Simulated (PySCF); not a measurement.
C₂H₉OPSi.
Geometry (PBE0-D3(BJ)/def2-SVP, Å), atoms numbered from 1 in this order:
```xyz
14
C2H9OPSi angstrom
C     -1.9896    0.0277    0.2397
C     -0.6239    0.7050    0.1496
Si     0.8087   -0.5054    0.2665
O      0.6993   -1.7082   -0.8898
P      2.7315    0.6594   -0.0466
H     -2.1250   -0.4759    1.2099
H     -2.8145    0.7477    0.1230
H     -2.1021   -0.7415   -0.5400
H     -0.5032    1.4618    0.9455
H     -0.5239    1.2584   -0.8016
H      0.7691   -1.2387    1.5642
H      0.7979   -1.4310   -1.8054
H      2.6046    1.3652    1.1898
H      3.5631   -0.3606    0.5066
```

Jobs on this species (14 atoms, 58 electrons) with PySCF (density fitting). Hardware of each: Arm Neoverse N1, one thread, on a shared host. Other jobs ran on the host; a repeat could differ by tens of per cent or more. Peak memory is the resident size of the whole Python process, interpreter and libraries included.

Question: Rank these jobs by wall time, shortest first.
A. PBE0/pcSseg-0; shieldings, charges and field gradients; 71 basis functions
B. PBE0/6-311+G(2d,p); shieldings, charges and field gradients; 205 basis functions
C. PBE0/STO-3G; shieldings, charges and field gradients; 42 basis functions
D. PBE0/cc-pVDZ; shieldings, charges and field gradients; 123 basis functions
E. PBE0/def2-SVPD; 10 singlets by full TDDFT, 4 Tamm–Dancoff triplets, polarisability, ΔSCF ions; 183 basis functions

Answer: C (6.3 s), A (11 s), D (22 s), B (46 s), E (2.5 min).

All jobs:

```
 level and settings                                                                           work  basis functions  SCF cycles  wall time  peak memory
        PBE0/STO-3G                                        shieldings, charges and field gradients               42          11      6.3 s     0.45 GiB
      PBE0/pcSseg-0                                        shieldings, charges and field gradients               71          12       11 s     0.46 GiB
       PBE0/cc-pVDZ                                        shieldings, charges and field gradients              123          13       22 s     0.68 GiB
      PBE0/pcSseg-1                                                                     shieldings              144          13       22 s     0.77 GiB
 PBE0/6-311+G(2d,p)                                        shieldings, charges and field gradients              205          14       46 s     0.95 GiB
     PBE0/def2-TZVP                                        shieldings, charges and field gradients              221          13       52 s     0.97 GiB
  wB97X-D/def2-SVPD  10 singlets by full TDDFT, 4 Tamm–Dancoff triplets, polarisability, ΔSCF ions              183          13    2.4 min     0.88 GiB
     PBE0/def2-SVPD  10 singlets by full TDDFT, 4 Tamm–Dancoff triplets, polarisability, ΔSCF ions              183          13    2.5 min     0.80 GiB
CAM-B3LYP/def2-SVPD  10 singlets by full TDDFT, 4 Tamm–Dancoff triplets, polarisability, ΔSCF ions              183          12    2.5 min     0.95 GiB
```

Question: What do all jobs in the table cost together?

Answer: About 10 min; the longest takes about 25 % of that, and about 24 times as long as the shortest.
